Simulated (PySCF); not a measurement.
Two-photon absorption: 4-bromoanisole, C7H7BrO

Geometry (Å), atoms numbered from 1 in this order:
```xyz
16

C     3.296    0.691   -0.071
O     2.354   -0.158   -0.664
C     1.057   -0.024   -0.329
C     0.161   -0.901   -0.958
C    -1.196   -0.842   -0.679
C    -1.675    0.099    0.236
Br   -3.523    0.181    0.616
C    -0.798    0.973    0.866
C     0.568    0.915    0.586
H     3.325    0.571    1.026
H     3.098    1.752   -0.307
H     4.274    0.413   -0.483
H     0.559   -1.627   -1.669
H    -1.888   -1.527   -1.172
H    -1.175    1.707    1.580
H     1.239    1.610    1.091
```

Method used: TDDFT CAM-B3LYP/aug-cc-pVDZ excited states, vertical, gas phase (PySCF). Geometry: PBE0-D3(BJ)/def2-SVP.

The calculation is non-relativistic, which matters for the atoms heavier than Zn.

Give the one- and two-photon strengths of the lowest singlets.

δ for parallel linear polarisation; σ at the peak of a Lorentzian of half width 0.1 eV, single beam; Ω is circular over linear.
| state | E (eV) | f | photon λ (nm) | δ (au) | σ (GM) | Ω | main |
| --- | --- | --- | --- | --- | --- | --- | --- |
| S1 | 4.90 | 0.030 | 506 | 1.8 | 0.02 | 1.49 | HOMO→LUMO+1 0.84, HOMO−1→LUMO+4 0.11 |
| S2 | 5.38 | 0.001 | 460 | 7.12 | 0.08 | 1.50 | HOMO→LUMO+5 0.38, HOMO→LUMO 0.26 |
| S3 | 5.60 | 0.215 | 443 | 16.2 | 0.19 | 0.58 | HOMO→LUMO+4 0.80, HOMO−1→LUMO+1 0.12 |
| S4 | 5.77 | 0.019 | 430 | 9.7 | 0.12 | 1.50 | HOMO→LUMO 0.55, HOMO→LUMO+5 0.21 |
| S5 | 6.16 | 0.000 | 403 | 114 | 1.58 | 1.50 | HOMO→LUMO+2 0.79, HOMO→LUMO 0.08 |
| S6 | 6.22 | 0.000 | 399 | 71.7 | 1.02 | 1.50 | HOMO→LUMO+3 0.77 |

Among these, the strongest one-photon state is S3, the strongest two-photon state S5, with a dipole change of 3.4 D (relaxed, norm of the difference vector).
